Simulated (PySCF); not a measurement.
# How methods differ on the electron affinity of Cr

Cr⁻ [Ar] 3d5 4s2 (6S) → Cr [Ar] 3d5 4s1 (7S), as a difference of total energies. Calculation: PySCF 2.14, in aug-cc-pwCVQZ; the non-relativistic Hamiltonian (point nucleus). The calculations carry no spin-orbit coupling.

```json
{"method": "UHF", "electron affinity (eV)": "-0.245", "difference from reference (eV)": "-0.921"}
{"method": "r2SCAN0", "electron affinity (eV)": "0.308", "difference from reference (eV)": "-0.368"}
{"method": "PBEsol", "electron affinity (eV)": "0.394", "difference from reference (eV)": "-0.282"}
```

Reference: 0.676 eV (measured; photodetachment measurements, as compiled on the Wikipedia data page of electron affinities).

These non-relativistic numbers lack the scalar-relativistic shift.

A negative affinity means that the anion lies above the atom at that level of theory.

In the anion the highest occupied orbital energy is positive at r2SCAN0, PBEsol, a self-interaction effect; the basis confines that electron, and the energy difference can still be sensible.
